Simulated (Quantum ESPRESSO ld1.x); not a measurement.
ld1.x (Quantum ESPRESSO 7.5) input

```
 &input
    atom='Ir',
    iswitch=1,
    rel=1,
    lsd=1,
    dft='PZ',
    config='[Xe] 4f14 5d6',
    verbosity='high',
    prefix='ld1',
    max_out_wfc=37,
    file_charge='ld1.rho',
 /
```

Command: `OMP_NUM_THREADS=1 ld1.x < ld1.in > ld1.out`

It prints:

```
     Program LD1 v.7.5 starts

     --------------------------- All-electron run ----------------------------

     scalar relativistic calculation

     atomic number is 77.00
     dft =PZ   lsd =1 sic =0 latt =0  beta=0.20 tr2=1.0E-14
     Exchange-correlation= PZ
                           (   1   1   0   0   0   0   0)
     mesh =2119 r(mesh) =  99.50367 a.u. xmin = -8.00 dx = 0.00800
     1 Ry =  13.60569312 eV, c = 137.03599908

     n l     nl                  e(Ry)          e(Ha)          e(eV)
     1 0     1S 1( 1.00)   -5593.860887822   -2796.930443911 -76108.3546124
     2 0     2S 1( 1.00)    -980.585159650    -490.292579825 -13341.5407632
     2 1     2P 1( 3.00)    -852.449850043    -426.224925021 -11598.1710624
     3 0     3S 1( 1.00)    -231.112528703    -115.556264351  -3144.4461424
     3 1     3P 1( 3.00)    -193.655032570     -96.827516285  -2634.8109449
     4 0     4S 1( 1.00)     -51.098908083     -25.549454042   -695.2360623
     4 1     4P 1( 3.00)     -38.810409948     -19.405204974   -528.0425277
     3 2     3D 1( 5.00)    -152.376247576     -76.188123788  -2073.1844637
     5 0     5S 1( 1.00)      -9.606388285      -4.803194142   -130.7015710
     5 1     5P 1( 3.00)      -6.414141341      -3.207070670    -87.2688387
     4 2     4D 1( 5.00)     -23.724192250     -11.862096125   -322.7840793
     4 3     4F 1( 7.00)      -6.946152742      -3.473076371    -94.5072226
     5 2     5D 1( 5.00)      -2.809461352      -1.404730676    -38.2246690
     1 0     1S 2( 1.00)   -5593.860618927   -2796.930309464 -76108.3509539
     2 0     2S 2( 1.00)    -980.565677274    -490.282838637 -13341.2756919
     2 1     2P 2( 3.00)    -852.433478398    -426.216739199 -11597.9483148
     3 0     3S 2( 1.00)    -231.102810749    -115.551405374  -3144.3139229
     3 1     3P 2( 3.00)    -193.644741359     -96.822370679  -2634.6709258
     4 0     4S 2( 1.00)     -51.078732187     -25.539366093   -694.9615552
     4 1     4P 2( 3.00)     -38.790136698     -19.395068349   -527.7666961
     3 2     3D 2( 5.00)    -152.361410545     -76.180705272  -2072.9825957
     5 0     5S 2( 1.00)      -9.467567283      -4.733783642   -128.8128151
     5 1     5P 2( 3.00)      -6.246367344      -3.123183672    -84.9861572
     4 2     4D 2( 5.00)     -23.700058042     -11.850029021   -322.4557167
     4 3     4F 2( 7.00)      -6.909755429      -3.454877715    -94.0120119
     5 2     5D 2( 1.00)      -2.622786303      -1.311393151    -35.6848256

     final scf error:  7.1E-15 reached in  29 iterations

     Etot =  -35630.863203 Ry,  -17815.431601 Ha, -484782.590441 eV
     Total magnetization:    4.00 Bohr mag.

     Ekin =   39613.855512 Ry,   19806.927756 Ha,  538973.961514 eV
     Encl =  -88270.716795 Ry,  -44135.358398 Ha,-1200984.284461 eV
     Eh   =   13696.303134 Ry,    6848.151567 Ha,  186347.697366 eV
     Exc  =    -670.305054 Ry,    -335.152527 Ha,   -9119.964860 eV

     normalization and overlap integrals

     s(1S/1S) =  1.000000  <r> =   0.0174  <r2> =    0.0004  r(max) =   0.0108
     s(1S/2S) = -0.035126
     s(1S/3S) = -0.015394
     s(1S/4S) = -0.007579
     s(1S/5S) = -0.003309
     s(2S/2S) =  1.000000  <r> =   0.0736  <r2> =    0.0064  r(max) =   0.0623
     s(2S/3S) = -0.009872
     s(2S/4S) = -0.004634
     s(2S/5S) = -0.002003
     s(2P/2P) =  1.000000  <r> =   0.0663  <r2> =    0.0054  r(max) =   0.0514
     s(2P/3P) = -0.007759
     s(2P/4P) = -0.003445
     s(2P/5P) = -0.001363
     s(3S/3S) =  1.000000  <r> =   0.1906  <r2> =    0.0415  r(max) =   0.1763
     s(3S/4S) = -0.003366
     s(3S/5S) = -0.001407
     s(3P/3P) =  1.000000  <r> =   0.1914  <r2> =    0.0425  r(max) =   0.1749
     s(3P/4P) = -0.002830
     s(3P/5P) = -0.001084
     s(4S/4S) =  1.000000  <r> =   0.4236  <r2> =    0.2025  r(max) =   0.3986
     s(4S/5S) = -0.000984
     s(4P/4P) =  1.000000  <r> =   0.4508  <r2> =    0.2311  r(max) =   0.4182
     s(4P/5P) = -0.000768
     s(3D/3D) =  1.000000  <r> =   0.1733  <r2> =    0.0352  r(max) =   0.1420
     s(3D/4D) = -0.002061
     s(3D/5D) = -0.000594
     s(5S/5S) =  1.000000  <r> =   0.9762  <r2> =    1.0692  r(max) =   0.8871
     s(5P/5P) =  1.000000  <r> =   1.1263  <r2> =    1.4327  r(max) =   1.0002
     s(4D/4D) =  1.000000  <r> =   0.4788  <r2> =    0.2652  r(max) =   0.4249
     s(4D/5D) = -0.000459
     s(4F/4F) =  1.000000  <r> =   0.5358  <r2> =    0.3518  r(max) =   0.3954
     s(5D/5D) =  1.000000  <r> =   1.5406  <r2> =    2.7388  r(max) =   1.2715
     s(1S/1S) =  1.000000  <r> =   0.0174  <r2> =    0.0004  r(max) =   0.0108
     s(1S/2S) = -0.035126
     s(1S/3S) = -0.015394
     s(1S/4S) = -0.007578
     s(1S/5S) = -0.003332
     s(2S/2S) =  1.000000  <r> =   0.0736  <r2> =    0.0064  r(max) =   0.0623
     s(2S/3S) = -0.009872
     s(2S/4S) = -0.004634
     s(2S/5S) = -0.002017
     s(2P/2P) =  1.000000  <r> =   0.0663  <r2> =    0.0054  r(max) =   0.0514
     s(2P/3P) = -0.007759
     s(2P/4P) = -0.003445
     s(2P/5P) = -0.001374
     s(3S/3S) =  1.000000  <r> =   0.1906  <r2> =    0.0415  r(max) =   0.1763
     s(3S/4S) = -0.003366
     s(3S/5S) = -0.001416
     s(3P/3P) =  1.000000  <r> =   0.1914  <r2> =    0.0425  r(max) =   0.1749
     s(3P/4P) = -0.002830
     s(3P/5P) = -0.001093
     s(4S/4S) =  1.000000  <r> =   0.4235  <r2> =    0.2025  r(max) =   0.3986
     s(4S/5S) = -0.000990
     s(4P/4P) =  1.000000  <r> =   0.4508  <r2> =    0.2311  r(max) =   0.4182
     s(4P/5P) = -0.000774
     s(3D/3D) =  1.000000  <r> =   0.1733  <r2> =    0.0352  r(max) =   0.1420
     s(3D/4D) = -0.002061
     s(3D/5D) = -0.000594
     s(5S/5S) =  1.000000  <r> =   0.9721  <r2> =    1.0603  r(max) =   0.8871
     s(5P/5P) =  1.000000  <r> =   1.1216  <r2> =    1.4216  r(max) =   1.0002
     s(4D/4D) =  1.000000  <r> =   0.4785  <r2> =    0.2649  r(max) =   0.4249
     s(4D/5D) = -0.000459
     s(4F/4F) =  1.000000  <r> =   0.5336  <r2> =    0.3482  r(max) =   0.3954
     s(5D/5D) =  1.000000  <r> =   1.5536  <r2> =    2.7994  r(max) =   1.2715

     ------------------------ End of All-electron run ------------------------
```

Run on one thread of a shared host, so times are rough (Intel(R) Xeon(R) Processor @ 2.60GHz): 0.92 s of CPU time, 0.95 s wall, 29 iterations on 2119 mesh points.
